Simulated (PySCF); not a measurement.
C2H6Ga (SMILES [CH3][Ga][CH3]), doublet, at a GFN2-xTB geometry (such geometries of metal compounds can be far from the true shape) (the spin is typed, not shown lowest); M062X/STO-3G run with PySCF.

Input for PySCF:
```python
from pyscf import gto, scf, dft

mol = gto.M(
    atom='''
Ga    0.28426959   -0.04626283    0.33754938
C     0.96573546    0.27129310   -1.68607889
H     2.04996237    0.20266690   -1.78764556
H     0.64498740    1.26038281   -2.02047806
H     0.50453663   -0.47852729   -2.33264092
C    -1.85268417   -0.12694858    0.63289206
H    -2.25329988   -0.99864153    0.11072444
H    -2.30010891    0.77074376    0.20052996
H    -2.13674271   -0.18854403    1.68460024
''',
    basis='sto-3g',
    spin=1,
    verbose=4,
)

mf = dft.UKS(mol)
mf.xc = 'm062x'
mf.conv_tol = 1e-7
mf.kernel()
```

It wrote (shortened):

```
PySCF version 2.14.0

[INPUT] verbose = 4
[INPUT] num. atoms = 9
[INPUT] num. electrons = 49
[INPUT] charge = 0
[INPUT] spin (= nelec alpha-beta = 2S) = 1
[INPUT] symmetry False subgroup None
[INPUT] Mole.unit = angstrom
[INPUT] Symbol           X                Y                Z      unit          X                Y                Z       unit  Magmom
[INPUT]  1 Ga     0.284269590000  -0.046262830000   0.337549380000 AA    0.537191670642  -0.087424078447   0.637875881717 Bohr   0.0
[INPUT]  2 C      0.965735460000   0.271293100000  -1.686078890000 AA    1.824975528181   0.512669658484  -3.186227326511 Bohr   0.0
[INPUT]  3 H      2.049962370000   0.202666900000  -1.787645560000 AA    3.873867444964   0.382984935515  -3.378160516195 Bohr   0.0
[INPUT]  4 H      0.644987400000   1.260382810000  -2.020478060000 AA    1.218849539795   2.381778323010  -3.818150174093 Bohr   0.0
[INPUT]  5 H      0.504536630000  -0.478527290000  -2.332640920000 AA    0.953436050511  -0.904285521230  -4.408052485753 Bohr   0.0
[INPUT]  6 C     -1.852684170000  -0.126948580000   0.632892060000 AA   -3.501065676617  -0.239898048102   1.195992659812 Bohr   0.0
[INPUT]  7 H     -2.253299880000  -0.998641530000   0.110724440000 AA   -4.258119649715  -1.887158988317   0.209238866896 Bohr   0.0
[INPUT]  8 H     -2.300108910000   0.770743760000   0.200529960000 AA   -4.346575896572   1.456494618618   0.378946704170 Bohr   0.0
[INPUT]  9 H     -2.136742710000  -0.188544030000   1.684600240000 AA   -4.037858520561  -0.356296579122   3.183433082977 Bohr   0.0

nuclear repulsion = 157.346219973286
number of shells = 20
number of NR pGTOs = 102
number of NR cGTOs = 34
basis = sto-3g
ecp = {}

******** <class 'pyscf.dft.uks.UKS'> ********
method = UKS
initial guess = minao
damping factor = 0
level_shift factor = 0
DIIS = <class 'pyscf.scf.diis.CDIIS'>
diis_start_cycle = 1
diis_space = 8
diis_damp = 0
SCF conv_tol = 1e-07
SCF conv_tol_grad = None
SCF max_cycles = 50
direct_scf = True
direct_scf_tol = 1e-13
number electrons alpha = 25  beta = 24
XC library pyscf.dft.libxc version 7.1.2
    S. Lehtola, C. Steigemann, M. J. T. Oliveira, and M. A. L. Marques,  SoftwareX 7, 1–5 (2018)
XC functionals = m062x
    Y. Zhao and D. G. Truhlar,  Theor. Chem. Acc. 120, 215 (2008)
    Y. Zhao and D. G. Truhlar,  Theor. Chem. Acc. 120, 215 (2008)
radial grids:
    Treutler-Ahlrichs [JCP 102, 346 (1995); DOI:10.1063/1.469408] (M4) radial grids

becke partition: Becke, JCP 88, 2547 (1988); DOI:10.1063/1.454033
pruning grids: <function nwchem_prune>
grids dens level: 3
symmetrized grids: False
atomic radii adjust function: <function treutler_atomic_radii_adjust>
small_rho_cutoff = 0
Set gradient conv threshold to 0.000316228
tot grids = 107992
init E= -1978.5161217635

cycle= 1 E= -1980.74493564675  delta_E= -2.23  |g|= 0.325  |ddm|= 2.32

cycle= 2 E= -1974.1406306728  delta_E=  6.6  |g|= 3.45  |ddm|= 3.83
cycle= 3 E= -1978.28641145697  delta_E= -4.15  |g|= 1.45  |ddm|= 2.08
cycle= 4 E= -1980.86352066315  delta_E= -2.58  |g|= 0.187  |ddm|= 2.72
cycle= 5 E= -1980.95103989467  delta_E= -0.0875  |g|= 0.111  |ddm|= 0.545
cycle= 6 E= -1980.99207948937  delta_E= -0.041  |g|= 0.0711  |ddm|= 0.371
cycle= 7 E= -1981.01543592257  delta_E= -0.0234  |g|= 0.0757  |ddm|= 0.511
cycle= 8 E= -1981.01812033304  delta_E= -0.00268  |g|= 0.0631  |ddm|= 0.168
cycle= 9 E= -1981.01905900278  delta_E= -0.000939  |g|= 0.0463  |ddm|= 0.11
cycle= 10 E= -1981.02065058027  delta_E= -0.00159  |g|= 0.0142  |ddm|= 0.0755
cycle= 11 E= -1981.02125487126  delta_E= -0.000604  |g|= 0.0051  |ddm|= 0.0893
cycle= 12 E= -1981.02133553505  delta_E= -8.07e-05  |g|= 0.0027  |ddm|= 0.0309
cycle= 13 E= -1981.02136774041  delta_E= -3.22e-05  |g|= 0.00257  |ddm|= 0.0111
cycle= 14 E= -1981.02145184447  delta_E= -8.41e-05  |g|= 0.00241  |ddm|= 0.0246
cycle= 15 E= -1981.02159819976  delta_E= -0.000146  |g|= 0.0021  |ddm|= 0.049
cycle= 16 E= -1981.02172539947  delta_E= -0.000127  |g|= 0.00168  |ddm|= 0.0606
cycle= 17 E= -1981.02174261502  delta_E= -1.72e-05  |g|= 0.00133  |ddm|= 0.0114
cycle= 18 E= -1981.02177186401  delta_E= -2.92e-05  |g|= 0.0011  |ddm|= 0.0248
cycle= 19 E= -1981.02177505566  delta_E= -3.19e-06  |g|= 0.00132  |ddm|= 0.0155
cycle= 20 E= -1981.02182244491  delta_E= -4.74e-05  |g|= 0.000678  |ddm|= 0.0431
cycle= 21 E= -1981.0218384767  delta_E= -1.6e-05  |g|= 0.000473  |ddm|= 0.0462
cycle= 22 E= -1981.02183772673  delta_E= 7.5e-07  |g|= 0.000396  |ddm|= 0.0196
cycle= 23 E= -1981.02183961819  delta_E= -1.89e-06  |g|= 0.00028  |ddm|= 0.00694
cycle= 24 E= -1981.02184035101  delta_E= -7.33e-07  |g|= 0.000245  |ddm|= 0.00363
cycle= 25 E= -1981.02184219259  delta_E= -1.84e-06  |g|= 0.000245  |ddm|= 0.00822
cycle= 26 E= -1981.02184559117  delta_E= -3.4e-06  |g|= 0.000204  |ddm|= 0.0141
cycle= 27 E= -1981.02184694326  delta_E= -1.35e-06  |g|= 0.000201  |ddm|= 0.00582
cycle= 28 E= -1981.02184746494  delta_E= -5.22e-07  |g|= 0.000201  |ddm|= 0.00227
cycle= 29 E= -1981.02184744869  delta_E= 1.63e-08  |g|= 0.000201  |ddm|= 8.41e-05
Extra cycle  E= -1981.02184781732  delta_E= -3.69e-07  |g|= 0.000203  |ddm|= 0.0016
converged SCF energy = -1981.02184781732  <S^2> = 0.75396303  2S+1 = 2.0039591
```
